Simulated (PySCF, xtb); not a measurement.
C2H4O3Si, SMILES C#C[Si](O)(O)O. One conformer was computed; it need not be the lowest.

Harmonic wavenumbers (cm⁻¹) from GFN2-xTB run with xtb at its own minimum, in rising order: 119, 119, 205, 206, 272, 289, 289, 305, 336, 336, 633, 682, 682, 821, 830, 831, 846, 954, 954, 2224, 3357, 3710, 3710, 3711.

**Question.** What does PBE0-D3(BJ)/def2-SVP (PySCF 2.14.0) give at its own minimum? (Estimate from the structure and the level; the computed values follow.)

**Answer.** 79, 79, 163, 163, 251, 311, 311, 357, 401, 401, 618, 747, 747, 794, 794, 804, 848, 998, 998, 2169, 3473, 3942, 3942, 3943. Paired by order, the mean absolute difference is 67 cm⁻¹ and the zero-point energies are 37.8 and 39.1 kcal/mol.
